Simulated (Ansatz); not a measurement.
Consider the redistribution: `[CH3][AlH][O]BN` + `C[S][AlH2]` → `B[O][AlH][CH3]` + `NC[S][AlH2]`.

Calculated with Ansatz (gas phase, PBE0-D4/def2-TZVP geometries, no zero-point term in ΔE). CBS: MP2 limit from def2 TZ/QZ plus the TZ coupled-cluster correction, frozen cores. Functionals use def2-TZVPP. B3LYP here is the variant with VWN-RPA as its local correlation; programs differ in this. Each species was taken in one conformer, which may not be the lowest.

`[CH3][AlH][O]BN`:

Cartesian coordinates in Å:
```
C 1.362 -1.898 -0.993
Al -0.404 -1.155 -0.672
O -0.574 0.221 0.275
B -0.730 1.187 1.209
N -0.733 2.546 0.859
H 2.148 -1.353 -0.466
H 1.601 -1.887 -2.062
H 1.407 -2.946 -0.679
H -1.730 -1.761 -1.291
H -0.867 0.899 2.371
H -0.630 2.869 -0.088
H -0.850 3.275 1.537
```

`C[S][AlH2]`:

```xyz
8

C    -0.962    0.703   -0.703
S     0.786    0.970   -0.265
Al    1.266   -0.816    0.865
H    -1.555    1.516   -0.287
H    -1.332   -0.246   -0.316
H    -1.056    0.710   -1.788
H     0.117   -1.889    1.063
H     2.736   -0.949    1.430
```

`B[O][AlH][CH3]`:

Cartesian coordinates in Å:
```
B 0.412 -0.248 2.370
O 0.264 -0.457 1.065
Al 0.078 -0.723 -0.594
C -0.436 0.761 -1.732
H 1.488 0.081 2.804
H -0.532 -0.386 3.108
H 0.348 -2.200 -1.084
H -0.587 1.685 -1.170
H -1.362 0.537 -2.272
H 0.327 0.950 -2.494
```

`NC[S][AlH2]`:

```xyz
10

N    -0.980   -0.922    1.284
C     0.234   -0.231    0.937
S     0.962   -0.955   -0.581
Al    0.642    0.643   -2.011
H    -1.722   -0.711    0.629
H    -1.289   -0.660    2.213
H     0.968   -0.392    1.728
H     0.134    0.851    0.783
H     1.155    0.433   -3.491
H    -0.103    1.943   -1.492
```

```csv
level,ΔE (kJ/mol)
r2SCAN-D4,200.2
B3LYP-D4,195.6
ωB97M-V,196.8
HF/CBS(def2),197.4
```

(1) What does CCSD(T)/CBS give? (Estimate.)

Largest T1 diagnostic among the species: 0.013.

Results:

(1) Computed: +194.8 kJ/mol. The listed levels differ from it by 5.4, 0.8, 2.0, 2.6 kJ/mol.

From PBE to PBE0 (25 % exact exchange), in def2-TZVPP and without D4, ΔE moves by +3.1 kJ/mol.
